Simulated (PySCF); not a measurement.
Molecule: `C1[Si@H](N)[SiH2]CC1`, C3H11NSi2.

Cartesian coordinates in Å; atom numbers follow the order of the lines, from 1:
```xyz
17

N     2.040   -0.273    0.934
Si    1.143    0.000   -0.534
C    -0.201   -1.330   -0.711
C    -1.381   -0.931    0.186
C    -1.890    0.481   -0.142
Si   -0.418    1.699   -0.129
H     2.685   -1.054    0.994
H     2.416    0.529    1.428
H     1.976    0.089   -1.783
H     0.182   -2.332   -0.453
H    -0.521   -1.376   -1.768
H    -2.203   -1.663    0.100
H    -1.051   -0.965    1.240
H    -2.698    0.792    0.539
H    -2.316    0.494   -1.162
H    -0.564    2.783   -1.150
H    -0.234    2.344    1.212
```

Geometry PBE0-D3(BJ)/def2-SVP throughout; GIAO in PySCF 2.14.0 with density-fitted response routines, gas phase, one conformer, non-relativistic; equivalent atoms averaged; functional PBE0.

For orientation, cc-pVDZ gives these absolute shieldings σ: N1 268.3, C4 170.3, C3 175.0, C5 183.8, H16 27.57, H12 29.15, H13 29.77, H10 30.08, H15 30.90 ppm.

A run gave: N1 334.1, C4 203.5, C3 220.0, C5 221.3, H16 30.91, H12 31.31, H13 31.48, H10 31.95, H15 32.27 ppm (absolute shieldings σ).

Question: Which basis set was used in that run?
A. STO-3G
B. def2-SVP
C. def2-TZVP
D. 6-31G*

Answer: A. C3 tells them apart best: STO-3G gives 220.0, 6-31G* gives 174.2, def2-SVP gives 173.9, def2-TZVP gives 164.5 ppm.
